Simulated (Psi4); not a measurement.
# Psi4 input wanted

The species is SnNH2F+ (5 atoms), meant as a doublet with charge +1. As SMILES of the parent species, `[NH2][Sn][F]`. The shape was relaxed beforehand at PBE0/def2-SVPD. This is one conformer, not always the lowest. The run starts from this shape.

```jsonl
{"atom": "N", "x (Å)": "-0.3074", "y (Å)": "0.4959", "z (Å)": "-0.4129"}
{"atom": "Sn", "x (Å)": "0.3383", "y (Å)": "-0.0496", "z (Å)": "1.4288"}
{"atom": "F", "x (Å)": "0.9745", "y (Å)": "-1.8017", "z (Å)": "0.7359"}
{"atom": "H", "x (Å)": "-0.7533", "y (Å)": "1.3725", "z (Å)": "-0.6529"}
{"atom": "H", "x (Å)": "-0.2078", "y (Å)": "-0.1150", "z (Å)": "-1.2167"}
```

Settings wanted:

```yaml
task: optimise
method: DFT
functional: PBE0
dispersion: none
basis_set: def2-SVPD
reference: UKS
integrals: df
integral_approximation: program's default
core_potential: def2
frozen_core_orbitals: 0
integration_grid: 75 radial × 302 angular
symmetry: c1
threads: 1
geom_maxiter: 50
```

**Question.** Write the Psi4 1.11 input and the command.

**Answer.** This one ran through:

fh2nsn.xyz:
```
5
FH2NSn
N     -0.307361     0.495867    -0.412890
Sn     0.338282    -0.049632     1.428777
F      0.974520    -1.801689     0.735872
H     -0.753344     1.372507    -0.652887
H     -0.207822    -0.115019    -1.216682
```

job.py:
```python
import psi4

psi4.set_memory('1600 MB')
psi4.set_num_threads(1)
psi4.set_output_file('run.log', False)

with open('fh2nsn.xyz') as f:
    atoms = ''.join(f.readlines()[2:])
molecule = psi4.geometry('1 2\n' + atoms + 'symmetry c1')

psi4.set_options({
    'basis': 'def2-SVPD',
    'reference': 'uks',
    'geom_maxiter': 50,
})

E, wfn = psi4.optimize("pbe0", return_wfn=True)
print(f'pbe0 energy: {E:.10f} Eh')
molecule.save_xyz_file('final.xyz', False)
```

```bash
$ python job.py
```

Calculated total energy at the end of the run: -369.56292 Eh.
